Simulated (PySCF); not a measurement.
# A small calculation by hand: chemical shift, span and skew from a shielding tensor

C₂H₆F₂Si, SMILES C[Si](C)(F)F. Atoms are numbered in the order given.

```xyz
11

C      1.5649     0.0000     0.9619
Si     0.0000     0.0000    -0.0275
C     -1.5649     0.0000     0.9619
F      0.0000    -1.2955    -1.0100
F      0.0000     1.2955    -1.0100
H      1.6196     0.8921     1.6059
H      2.4448     0.0000     0.2999
H      1.6196    -0.8921     1.6059
H     -2.4448     0.0000     0.2999
H     -1.6196     0.8921     1.6059
H     -1.6196    -0.8921     1.6059
```
Charge 0, spin multiplicity 1.

Coordinates come from a ωB97X-D3(BJ)/def2-SVP optimisation.

GIAO shieldings from KT2/pcSseg-1 (PySCF), non-relativistic, no solvent. The symmetric part of the tensor of F4 has the principal values 226.5, 329.1, 352.8 ppm. The same nucleus in CFCl3 has σ = 127.1 ppm at this level (PySCF, at its B3LYP-D3(BJ)/def2-TZVP geometry).

Q: Work out the isotropic shielding, the ¹⁹F shift against CFCl3, the span and the skew.

A: 
σ(iso) = (σ11 + σ22 + σ33)/3 = 302.8 ppm. δ = σ(ref) − σ(iso) = 127.1 − (302.8) = -175.7 ppm.
Span Ω = σ33 − σ11 = 126.3 ppm. Skew κ = 3(σ(iso) − σ22)/Ω = -0.62. Tumbling in solution averages the tensor to δ; in a static solid the shielding alone would spread this spin-1/2 line over Ω.
